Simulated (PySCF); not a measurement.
**Polarisability and C₆ of I (iodine, neutral)**

[Kr] 4d10 5s2 5p5, 2P determinant. All numbers are calculated (PySCF 2.14, the spin-free X2C one-electron Hamiltonian (Gaussian nucleus), in aug-cc-pVTZ-DK3 (8s7p5d2f, 68 functions)). Coupled (time-dependent) response in atomic units; α is the mean over directions.

```
 method  mean α (bohr³)         α xx, yy, zz  C₆ (like pair)  S(−4)
    UHF           31.71  29.32, 32.91, 32.91           338.8  190.7
    PBE           34.25  31.12, 35.81, 35.81           371.1  241.8
   PBE0           32.96  30.16, 34.37, 34.37           354.4  215.6
  TPSSh           33.21  30.29, 34.67, 34.67           360.4  217.2
r2SCANh           32.93  30.09, 34.35, 34.35           364.9  200.4
```

S(−4) is the Cauchy moment in α(ω) = α(0) + S(−4) ω² + …

Reference α: 32.9 ± 1.3 bohr³ (recommended; Schwerdtfeger and Nagle, table of static dipole polarizabilities (2023 update)). Published C₆: 385.0 (Chu and Dalgarno (2004); Tang, Norbeck and Certain (1976)).

Spin-orbit coupling is absent.

α(iu) at PBE:

| u (hartree) | α(iu) (bohr³) |
| --- | --- |
| 0 | 34.25 |
| 0.0500 | 33.65 |
| 0.100 | 32.03 |
| 0.200 | 27.13 |
| 0.300 | 21.99 |
| 0.500 | 14.27 |
| 0.750 | 8.873 |
| 1.00 | 5.990 |
| 1.50 | 3.278 |
| 2.00 | 2.097 |
| 3.00 | 1.096 |
| 5.00 | 0.4622 |

The components differ because the open shell of this determinant is not spherical; for a pure term their mean is the scalar polarisability.
